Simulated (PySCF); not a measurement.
Compound: C₆H₇NO.
SMILES with atom numbers: `[OH:1][NH:2][c:3]1[cH:4][cH:5][cH:6][cH:7][cH:8]1` (hydrogens: H9 on O1; H10 on N2; H11 on C4; H12 on C5; H13 on C6; H14 on C7; H15 on C8)

Level of theory: TDDFT CAM-B3LYP/def2-SVPD, vertical, gas phase, core orbitals frozen in the response in PySCF. One conformer (not necessarily the lowest) at the GFN2-xTB geometry, without solvent, vibrations or thermal averaging. Torsions of this conformer, `[OH:1][NH:2][c:3]1[cH:4][cH:5][cH:6][cH:7][cH:8]1`: O1–N2–C3–C4 27°, H–O1–N2–C3 -102°.

Broadening: Gaussians 0.3 eV wide at half height, area fixed by f = 4.319×10⁻⁹ ∫ε dν̃. The width is an assumption, not a result. The curve ends short of the highest state used, and states not computed would add to its high-energy end.

(E (eV), ε (L mol⁻¹ cm⁻¹)): (4.55, 6), (4.64, 53), (4.72, 254), (4.81, 918), (4.90, 2011), (4.99, 2676), (5.08, 2186), (5.17, 1292), (5.26, 1539), (5.34, 3573), (5.43, 7156), (5.52, 8945), (5.61, 7265), (5.70, 5048), (5.79, 4734), (5.88, 4721), (5.97, 3405), (6.05, 1944), (6.14, 992), (6.23, 568), (6.32, 322), (6.41, 426), (6.50, 1872), (6.59, 8344)

(1) Locate the maxima and give the states behind the curve.

(2) Coming from long wavelengths, where does ε first pass 100 L mol⁻¹ cm⁻¹?

(3) On this curve, what absorbance would a 10⁻⁴ mol/L sample give at 254 nm over a 1 cm path?

Results:

(1) 248 nm (5.00 eV), ε about 2700, made up of S1 (100%); 225 nm (5.52 eV), ε about 8900, made up of S2 (99%); 212 nm (5.84 eV), ε about 4900, made up of S3 (93%) (hardly more than a shoulder) (ε in L mol⁻¹ cm⁻¹; maxima over ε = 5, shares over 10%). At its high-energy end, 6.59 eV, the curve is still rising (ε about 8300, from S6 and S7). The states used: S1 5.00 eV (f 0.030); S2 5.51 eV (f 0.098); S3 5.86 eV (f 0.051); S4 6.16 eV (f 0.0064); S5 6.61 eV (f 0.0064); S6 6.82 eV (f 0.240); S7 6.88 eV (f 0.554); S8 7.19 eV (f 0.0079).

(2) At about 265 nm (4.67 eV), 0.33 eV below S1.

(3) 254 nm is 4.881 eV, where ε is about 1800 L mol⁻¹ cm⁻¹, so A = ε c l ≈ 0.18 (Beer–Lambert, with the gas-phase spectrum and the assumed width).
